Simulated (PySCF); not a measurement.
Computed with PBE/[Ir def2-TZVP with ECP60, S def2-TZVP], scalar-relativistic core potentials, density fitting, no spin–orbit coupling, PySCF. Open shells, if any, are unrestricted.

What shape and geometry does isolated triplet [IrS2]+ take (every ligand bound to Ir)?

Formally Ir is in oxidation state +5, d4, with 2 unpaired electrons (the high-spin count would be 4). The Mulliken spin on Ir is 1.03. The polar-tensor charge on Ir, 0.79, is far below the formal one. The lowest minimum found is a triplet of C2v symmetry with Ir–S 2.055 Å (×2); S–Ir–S 115.7°. Its harmonic wavenumbers are 151 (a1), 522 (b2), 547 (a1) cm⁻¹ and its dipole moment is 0.90 D about the centre of mass.

Other isomers or separated fragments may lie lower. With open d or f shells other occupations or spin states may lie lower. No spin–orbit coupling is included, which matters more the heavier the element.
